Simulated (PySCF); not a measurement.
GeH₄.
Hydrogens: H2, H3, H4, H5 on Ge1.

A linear-response calculation (PySCF, def2-SVPD basis, gas phase, vertical, core orbitals frozen in the response) gave these numbers; the functional is withheld.

Orbital energies (eV): HOMO-3 -15.36, HOMO-2 -9.42, HOMO-1 -9.42, HOMO -9.42, LUMO -0.09, LUMO+1 0.92, LUMO+2 0.92.

```
state  E (eV)       f      main configurations (H = HOMO, L = LUMO)
   S1    8.46   0.132                            H-2/H-1/H→L (≥96%)
   S2    8.46   0.132                            H-2/H-1/H→L (≥96%)
   S3    8.46   0.132                            H-2/H-1/H→L (≥96%)
   S4    9.05  0.0000                      H-2/H-1/H→L+1/L+2 (≥96%)
   S5    9.06  0.0000  H-2/H-1/H→L+3 (49%), H-2/H-1/H→L+1/L+2 (49%)
   S6    9.06  0.0000  H-2/H-1/H→L+1/L+2 (49%), H-2/H-1/H→L+3 (48%)
```

Triplets (Tamm–Dancoff): T1 7.82 eV, H-2/H-1/H→L (≥79%); T2 7.82 eV, H-2/H-1/H→L (≥78%); T3 7.82 eV, H-2/H-1/H→L (≥78%).

Vertical ionisation energy by ΔSCF with the same functional: 12.18 eV. Mean static polarisability: 35.4 au.

Orbitals of the list HOMO-3 to LUMO+2 that lie within 0.01 eV of each other are written together with a slash and their weights summed (≥ marks a lower bound); for degenerate orbitals outside that list single weights are arbitrary.

Problem. Name the functional.
A. PBE
B. HF
C. B3LYP
D. CAM-B3LYP

Solution. C. B3LYP is a global hybrid with 20% exact exchange. In this run −ε(HOMO) = 9.42 eV differs from the ΔSCF value by -2.76 eV, and S1 differs from the orbital gap of 9.33 eV by -0.88 eV. The ratio −ε(HOMO)/IP is 0.77. Usual ranges for neutral molecules in this basis: 0.67 to 0.83 with B3LYP, 0.5 to 0.7 with PBE, 0.85 to 0.93 with CAM-B3LYP; with Hartree–Fock the ratio is 1 or more (Koopmans' value less the relaxation energy is the ΔSCF value). The other options: PBE, a GGA without exact exchange; HF, time-dependent Hartree–Fock, 100% exact exchange; CAM-B3LYP, range-separated, 19% exact exchange at short range and 65% at long range (ω = 0.33 bohr⁻¹).

The calculation used TDDFT B3LYP/def2-SVPD, vertical, gas phase, core orbitals frozen in the response in PySCF 2.14.0, density-fitted response routines. Geometry: PBE0-D3(BJ)/def2-SVP; no solvent, vibrations or thermal averaging. Relativistic effects, spin–orbit coupling among them, are left out although an element past zinc is present.
